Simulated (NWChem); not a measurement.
System meant: CH$_{5}$GeNO, singlet; SMILES C[O][Ge][NH2]

Here is an NWChem input.

```
start job
memory heap 200 mb stack 900 mb global 1100 mb
geometry units angstroms noautosym nocenter noautoz
  Ge     0.444023    -0.692291     0.059525
  O      0.690987     1.114321     0.110562
  C     -0.320106     2.089074     0.052273
  H     -1.044904     2.010941     0.899100
  H      0.141665     3.098970     0.104772
  H     -0.910638     2.042898    -0.895220
  N     -1.399875    -0.726750    -0.078453
  H     -2.036935     0.074861    -0.112787
  H     -1.908194    -1.613535    -0.133246
end
basis spherical
  * library def2-svp
end
dft
  xc xtpss03 ctpss03
  iterations 150
end
property
  shielding 8 1 2 3 4 5 7 8 9
end
task dft property
```

End of the output:

```
 Vector   32  Occ=0.000000D+00  E= 3.388744D-02
              MO Center= -6.8D-01,  4.3D-02, -1.2D-02, r^2= 5.8D+00
   Bfn.  Coefficient  Atom+Function         Bfn.  Coefficient  Atom+Function
  ----- ------------  ---------------      ----- ------------  ---------------
    49      1.010985  3 C  s                 78      0.847265  7 N  s
    16     -0.669959  1 Ge py                96     -0.592354  9 H  s
    62     -0.538284  4 H  s                 72     -0.538750  6 H  s
    35      0.427773  2 O  s                 91     -0.387133  8 H  s
     5     -0.359454  1 Ge s                 53     -0.358071  3 C  px

 center of mass
 --------------
 x =   0.22852201 y =  -0.20000045 z =   0.08684543

 moments of inertia (a.u.)
 ------------------
         486.651120410061          11.564995786607         -15.063215286565
          11.564995786607         217.498357230219          -7.627625235739
         -15.063215286565          -7.627625235739         689.971450524818

     Multipole analysis of the density
     ---------------------------------

     L   x y z        total         alpha         beta         nuclear
     -   - - -        -----         -----         ----         -------
     0   0 0 0     -0.000000    -29.000000    -29.000000     58.000000

     1   1 0 0     -1.006696     -2.636721     -2.636721      4.266746
     1   0 1 0     -0.079160      0.128053      0.128053     -0.335266
     1   0 0 1     -0.077891     -2.322095     -2.322095      4.566300

     2   2 0 0    -25.475878    -73.789802    -73.789802    122.103725
     2   1 1 0      0.021068      2.088323      2.088323     -4.155578
     2   1 0 1      0.023023     -4.452164     -4.452164      8.927351
     2   0 2 0    -24.866827   -147.388932   -147.388932    269.911037
     2   0 1 1      0.030218     -2.184118     -2.184118      4.398453
     2   0 0 2    -26.718722    -16.790986    -16.790986      6.863250

          -----------------------------------------
          Chemical Shielding Tensors (GIAO, in ppm)
          -----------------------------------------

 ------------------------------------------------------------------------
  xtpss03: d2 not coded                    0
 ------------------------------------------------------------------------
 ------------------------------------------------------------------------
  current input line :
    24: task dft property
 ------------------------------------------------------------------------
 ------------------------------------------------------------------------
 This error has not yet been assigned to a category
 ------------------------------------------------------------------------
 For more information see the NWChem manual at https://nwchemgit.github.io

0: xtpss03: d2 not coded:Received an Error in Communication
```

**Question.** Find the fault in this run and fix the input.

**Answer.** The program stopped with an error. Cause: this functional's second derivatives, which shieldings need, aren't coded here; the fix takes a hybrid GGA instead. This input runs:
```
start job
memory heap 200 mb stack 900 mb global 1100 mb
geometry units angstroms noautosym nocenter noautoz
  Ge     0.444023    -0.692291     0.059525
  O      0.690987     1.114321     0.110562
  C     -0.320106     2.089074     0.052273
  H     -1.044904     2.010941     0.899100
  H      0.141665     3.098970     0.104772
  H     -0.910638     2.042898    -0.895220
  N     -1.399875    -0.726750    -0.078453
  H     -2.036935     0.074861    -0.112787
  H     -1.908194    -1.613535    -0.133246
end
basis spherical
  * library def2-svp
end
dft
  xc pbe0
  iterations 150
end
property
  shielding 8 1 2 3 4 5 7 8 9
end
task dft property
```
It converges to -2247.27083 Ha (PBE0/def2-SVP, GIAO).
